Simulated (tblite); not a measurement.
Species: C4H7OSe (doublet state).
Geometry (GFN2-xTB, Å), atoms numbered from 1 in this order:
```xyz
13
C4H7OSe angstrom
C     -2.667    0.101   -0.143
O     -1.432    0.576   -0.373
C     -0.348   -0.197    0.063
C      0.930    0.453   -0.368
C      2.181   -0.167    0.150
Se     0.896    1.871   -1.420
H     -3.464    0.712   -0.510
H     -2.819   -0.852    0.325
H     -0.406   -1.215   -0.359
H     -0.367   -0.299    1.161
H      3.051    0.307   -0.295
H      2.239   -0.054    1.234
H      2.202   -1.236   -0.067
```

Level: GFN2-xTB in tblite, geometry and Hessian alike; calculated harmonic values, unscaled, isolated species. This tight-binding method is rough: wavenumbers can miss measured ones by several per cent, in bad cases by 10 to 20. One conformer, not necessarily the lowest. Open shells enter through the occupations alone, without spin polarisation, and single modes of such species can be off by tens of per cent. The optimisation stopped once no atom felt more than 0.01 eV/Å.

Lowest wavenumbers of the output (negative numbers stand for imaginary wavenumbers):
```
mode    cm-1
  1     -60.7
  2      51.1
  3      84.1
  4     124.9
  5     132.6
  6     281.6
  7     285.3
  8     330.6
  9     347.1
 10     472.0
 11     637.0
 12     866.2
 13     930.5
 14     994.0
 15    1001.4
```

Question: Is this structure a minimum?

Answer: No. 1 mode is imaginary beyond 20i (61i cm⁻¹), so at this level the point lies at or near a first-order saddle.

Question: Which atoms move in the imaginary mode?

Answer: 61i: H8 (hydrogen on carbon) 56 %, O2 (oxygen bonded to 2 C) 32 %. These are shares of the mass-weighted motion.

Question: What is the remedy?

Answer: Step along that mode in both directions, optimise again with tighter thresholds and repeat the frequencies. The zero-point energy of this point (59.7 kcal/mol) counts the 32 real modes alone, and thermal corrections from it aren't those of a minimum.
